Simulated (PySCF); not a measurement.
Compound: silicon tetramer, Si4 (singlet state).
SMILES with atom numbers: `[Si:1]1[Si:2][Si:3][Si:4]1`

Structure used (PBE0-D3(BJ)/def2-SVP), in Å, numbered top down from 1:
```
atom  x, y, z in Å
Si1    0.342   -1.958    0.278
Si2    1.066    0.164    0.864
Si3   -0.326    1.945    0.354
Si4   -1.044   -0.176   -0.241
```

Theory: MP2 and CCSD/aug-cc-pVDZ in PySCF, restricted Hartree–Fock reference, frozen core, non-relativistic, gas phase, PBE0-D3(BJ)/def2-SVP geometry.

E(HF) = -1155.62961 Eh.

Question: How large is the problem?

Answer: 108 basis functions and 56 electrons; 20 orbitals frozen, which leaves o = 8 correlated occupied and v = 80 virtual orbitals. That is o·v = 640 singles and o·v(o·v + 1)/2 = 205120 distinct closed-shell doubles amplitudes before symmetry; the costliest CCSD step grows as o²v⁴ = 2.6 × 10^9.

Question: What are the MP2 and CCSD correlation energies?

Answer: MP2 -0.3686 Eh and CCSD -0.3900 Eh, which gives totals of -1155.99818 and -1156.01965 Eh. That is 0.663 eV for each correlated electron at CCSD (1024 kJ/mol in all, 0.034 % of the total energy); MP2 gives 94.5 % of the CCSD value.

Question: What is the T1 diagnostic?

Answer: 0.0190, close to the customary warning level of 0.02. It is the norm of the spatial-orbital singles amplitudes over the root of the number of correlated electrons, so the norm is 0.076.

Connected triples and the basis-set limit are missing.

The job also held the EOM ionisation and excitation roots. On one thread of an Arm Neoverse V2, shared host, this took 1.7 min and 0.85 GiB of memory at its peak.
